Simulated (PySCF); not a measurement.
Computed shifts of a molecule C4H9FSi, PySCF with HF/pcSseg-1, GIAO, gas phase, equivalent atoms averaged, in ppm (number of nuclei): ¹³C: 63.9 (1), 18.6 (1), 17.6 (1), 16.7 (1). ¹⁹F: -196.1 (1). ²⁹Si: -59.0 (1). ¹H: 4.31 (3), 1.76 (1), 1.67 (3), 1.65 (1), 0.76 (1). References: ¹³C against TMS (σ = 192.6 ppm); ¹⁹F against CFCl3 (σ = 238.5 ppm); ²⁹Si against TMS (σ = 393.8 ppm); ¹H against TMS (σ = 31.99 ppm), references at their B3LYP-D3(BJ)/def2-TZVP geometries, non-relativistic. Geometry: PBE-D3(BJ)/def2-SVP. One conformer was computed; it need not be the lowest.

Question: Pick the molecule that these values belong to.
(A) F[C@H]1CC[SiH2]C1
(B) CC(C)=C(F)[SiH3]
(C) C[C@H]1C[C@@]1(F)[SiH3]
(D) FC1(C[SiH3])CC1

Answer: C, C[C@H]1C[C@@]1(F)[SiH3]
